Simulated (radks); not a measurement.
The numbers below are computed, except where a source is named.
Species: Tm6+. Configuration: [Kr] 4d10 4f11 5s2 5p4. Level of theory: Dirac Kohn-Sham, LB94 model potential, spin-unpolarised, spherical densities, finite nucleus; open shells fill j = l - 1/2 first; Fermi nuclear charge, rms radius 5.2256 fm (a radial shooting solver on a logarithmic mesh with Libxc functionals).

Spin-orbit splittings of the eigenvalues, e(l+1/2) - e(l-1/2), with zeta = 2 splitting/(2l+1) and mean radii in bohr:

shell  occ.  splitting (eV)  zeta (eV)  <r> j=l-1/2  <r> j=l+1/2
2p        6           988.5      659.0      0.06990      0.07730
3p        6           208.3      138.8       0.2099       0.2237
3d       10           45.66      18.26       0.1968       0.2011
4p        6           46.99      31.33       0.5053       0.5373
4d       10           8.650      3.460       0.5616       0.5727
4f       11           1.418     0.4051       0.6844       0.6930
5p        4           7.829      5.219        1.249        1.326
5d        0           1.027     0.4110        1.626        1.650
